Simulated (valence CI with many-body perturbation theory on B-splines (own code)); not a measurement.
## E1 transitions of Tb60+

Level of theory: relativistic CI+MBPT: three valence electrons over a frozen Dirac-Fock core [He], a basis of 11 s, 11 p, 9 d, 7 f, 5 g, 2 h, 1 i functions for each j, with the one-electron correlation potential Σ1 (screened to all orders), the two-electron term Σ2, the three-electron term Σ3, Breit, model QED; selected single and double excitations, second order for the rest (own B-spline code, finite nucleus).

The last digits are not significant, and no measured levels were compared; by estimate large intervals hold to a few tenths of a per cent, small ones and those within an open d or f shell to about a per cent.

Lines 51 to 100 of 280 in falling wavelength, among levels below 76923 × 10³ cm⁻¹, chosen from the strongest by gf and those to the six lowest levels. Wavelengths and rates use the calculated energies. Electric multipoles are in the length gauge, E1 and E2 with the static RPA response of the core. Weak lines are less certain than strong ones. Lines between different terms over intervals too small for the method are left out, as are lines whose strength nearly cancels. The highest levels of a list are the least certain.

Levels are named by their leading jj configuration (3d3/2^4 stands for four electrons in 3d with j = 3/2), which in mixed levels can hold well under half, so a name can repeat and another be missing. Letters in brackets count levels of one name in rising energy.

| λ vac (Å) | Upper | Lower | A (s⁻¹) | log gf | Branch % |
| --- | --- | --- | --- | --- | --- |
| 38.69 | (2s 2p1/2 3p3/2) J=3/2 [b] | (2s 2p1/2 3s) J=3/2 | 2.12e+11 | -0.72 | 0.1 |
| 38.35 | (2s 2p3/2 3p3/2) J=1/2 [b] | (2s 2p3/2 3s) J=1/2 | 3.68e+11 | -0.79 | 3.9 |
| 38.11 | (2p1/2 2p3/2 3p3/2) J=5/2 [b] | (2p1/2 2p3/2 3s) J=5/2 | 1.96e+11 | -0.59 | 0.1 |
| 37.68 | (2p1/2^2 2p3/2) J=3/2 | (2s 2p1/2 2p3/2) J=3/2 [a] | 1.77e+10 | -1.82 | 0.7 |
| 37.40 | (2s 2p3/2 3p3/2) J=5/2 [a] | (2s 2p3/2 3s) J=5/2 | 2.79e+11 | -0.45 | 0.1 |
| 36.96 | (2p1/2 2p3/2 3p3/2) J=1/2 [b] | (2p1/2 2p3/2 3s) J=3/2 [b] | 4.15e+11 | -0.77 | 0.2 |
| 20.81 | (2s^2 2p3/2) J=3/2 | (2s 2p1/2^2) J=1/2 | 7.26e+09 | -2.72 | 74.7 |
| 12.82 | (2s 2p1/2 2p3/2) J=3/2 [a] | (2s^2 2p1/2) J=1/2 | 2.40e+10 | -2.63 | 87.9 |
| 12.59 | (2s 2p3/2^2) J=5/2 | (2s^2 2p3/2) J=3/2 | 7.51e+11 | -0.97 | 99.1 |
| 12.35 | (2p1/2 2p3/2^2) J=3/2 | (2s 2p1/2 2p3/2) J=1/2 | 1.92e+12 | -0.76 | 36.3 |
| 12.12 | (2p1/2 2p3/2 3d3/2) J=5/2 [a] | (2s 2p1/2 3d3/2) J=5/2 | 1.21e+12 | -0.80 | 1.1 |
| 12.11 | (2p1/2 2p3/2^2) J=5/2 | (2s 2p1/2 2p3/2) J=3/2 [b] | 2.31e+12 | -0.52 | 47.5 |
| 12.08 | (2p1/2 2p3/2 3s) J=3/2 [b] | (2s 2p1/2 3s) J=1/2 [b] | 1.82e+12 | -0.80 | 1.1 |
| 12.07 | (2p1/2 2p3/2 3d5/2) J=9/2 | (2s 2p1/2 3d5/2) J=7/2 | 1.95e+12 | -0.37 | 31.0 |
| 12.06 | (2p1/2 2p3/2 3p3/2) J=7/2 | (2s 2p1/2 3p3/2) J=5/2 | 2.23e+12 | -0.41 | 0.9 |
| 12.06 | (2s 2p3/2 3d3/2) J=3/2 [b] | (2s^2 3d3/2) J=3/2 | 1.71e+12 | -0.83 | 0.2 |
| 12.05 | (2p3/2^3) J=3/2 | (2s 2p3/2^2) J=3/2 | 5.11e+12 | -0.35 | 64.7 |
| 11.99 | (2s 2p3/2 3d5/2) J=7/2 [b] | (2s^2 3d5/2) J=5/2 | 2.86e+12 | -0.31 | 0.9 |
| 11.98 | (2p1/2 2p3/2 3d5/2) J=7/2 [a] | (2s 2p1/2 3d5/2) J=5/2 [a] | 1.77e+12 | -0.52 | 5.2 |
| 11.97 | (2p1/2 2p3/2 3d3/2) J=5/2 [b] | (2s 2p1/2 3d3/2) J=3/2 [b] | 1.96e+12 | -0.60 | 0.2 |
| 11.97 | (2s 2p3/2 3p3/2) J=5/2 [b] | (2s^2 3p3/2) J=3/2 | 3.17e+12 | -0.39 | 1.8 |
| 11.95 | (2p1/2 2p3/2 3d3/2) J=7/2 | (2s 2p1/2 3d3/2) J=5/2 | 1.96e+12 | -0.48 | 11.9 |
| 11.94 | (2p1/2 2p3/2 3p1/2) J=5/2 | (2s 2p1/2 3p1/2) J=3/2 | 2.21e+12 | -0.55 | 0.4 |
| 11.94 | (2p1/2 2p3/2 3p3/2) J=5/2 [a] | (2s 2p1/2 3p3/2) J=3/2 [a] | 1.66e+12 | -0.67 | 0.5 |
| 11.92 | (2p1/2 2p3/2 3p1/2) J=3/2 [b] | (2s 2p1/2 3p1/2) J=1/2 [b] | 2.31e+12 | -0.71 | 0.6 |
| 11.92 | (2p1/2 2p3/2 3d5/2) J=7/2 [b] | (2s 2p1/2 3d5/2) J=5/2 [b] | 1.08e+12 | -0.73 | 0.1 |
| 11.88 | (2p1/2 2p3/2 3s) J=5/2 | (2s 2p1/2 3s) J=3/2 | 2.17e+12 | -0.56 | 2.2 |
| 11.86 | (2s 2p3/2 3d3/2) J=5/2 [b] | (2s^2 3d3/2) J=3/2 | 2.85e+12 | -0.44 | 0.3 |
| 11.86 | (2p1/2 2p3/2 3d5/2) J=3/2 [b] | (2s 2p1/2 3d5/2) J=5/2 [b] | 1.72e+12 | -0.84 | 0.2 |
| 11.85 | (2s 2p3/2 3p1/2) J=1/2 | (2s^2 3p1/2) J=1/2 | 3.52e+12 | -0.83 | 1.5 |
| 11.85 | (2s 2p3/2 3s) J=1/2 | (2s^2 3s) J=1/2 | 3.49e+12 | -0.83 | 1.7 |
| 11.83 | (2s 2p3/2 3p1/2) J=3/2 [b] | (2s^2 3p1/2) J=1/2 | 3.29e+12 | -0.56 | 2.0 |
| 11.82 | (2p1/2 2p3/2 3d3/2) J=3/2 [a] | (2s 2p1/2 3d3/2) J=3/2 [a] | 1.96e+12 | -0.78 | 0.7 |
| 11.82 | (2p1/2 2p3/2 3p3/2) J=5/2 [b] | (2s 2p1/2 3p3/2) J=3/2 [b] | 1.15e+12 | -0.84 | 0.4 |
| 11.82 | (2s 2p3/2 3d5/2) J=5/2 [b] | (2s^2 3d5/2) J=5/2 | 3.17e+12 | -0.40 | 0.2 |
| 11.79 | (2p1/2 2p3/2 3d5/2) J=7/2 [b] | (2s 2p1/2 3d5/2) J=7/2 | 1.18e+12 | -0.71 | 0.1 |
| 11.79 | (2s 2p3/2 3p3/2) J=3/2 [b] | (2s^2 3p3/2) J=3/2 | 3.28e+12 | -0.56 | 2.0 |
| 11.79 | (2s 2p3/2 3s) J=3/2 [b] | (2s^2 3s) J=1/2 | 3.27e+12 | -0.57 | 3.3 |
| 11.79 | (2p1/2 2p3/2 3s) J=3/2 [a] | (2s 2p1/2 3s) J=1/2 [a] | 1.89e+12 | -0.80 | 2.1 |
| 11.78 | (2s 2p3/2 3d5/2) J=3/2 [b] | (2s^2 3d5/2) J=5/2 | 3.48e+12 | -0.54 | 0.4 |
| 11.71 | (2s 2p3/2 3d5/2) J=3/2 [a] | (2s^2 3d3/2) J=3/2 | 1.74e+12 | -0.85 | 0.2 |
| 11.65 | (2p1/2 2p3/2^2) J=3/2 | (2s 2p1/2 2p3/2) J=5/2 | 3.05e+11 | -1.61 | 5.8 |
| 11.64 | (2s 2p1/2 2p3/2) J=1/2 | (2s^2 2p1/2) J=1/2 | 3.85e+12 | -0.81 | 99.6 |
| 11.62 | (2s 2p1/2 2p3/2) J=3/2 [b] | (2s^2 2p1/2) J=1/2 | 3.38e+12 | -0.56 | 99.7 |
| 11.56 | (2p1/2 2p3/2^2) J=1/2 | (2s 2p1/2 2p3/2) J=3/2 [b] | 3.97e+12 | -0.80 | 67.9 |
| 11.55 | (2p1/2 2p3/2^2) J=1/2 | (2s 2p1/2 2p3/2) J=1/2 | 1.79e+12 | -1.15 | 30.6 |
| 11.51 | (2s 2p3/2^2) J=1/2 | (2s^2 2p3/2) J=3/2 | 3.09e+12 | -0.91 | 99.5 |
| 11.51 | (2p1/2^2 2p3/2) J=3/2 | (2s 2p1/2^2) J=1/2 | 2.51e+12 | -0.70 | 96.1 |
| 11.50 | (2s 2p3/2^2) J=3/2 | (2s^2 2p3/2) J=3/2 | 5.54e+12 | -0.36 | 99.0 |
| 11.41 | (2p1/2 2p3/2^2) J=5/2 | (2s 2p1/2 2p3/2) J=5/2 | 2.46e+12 | -0.54 | 50.6 |
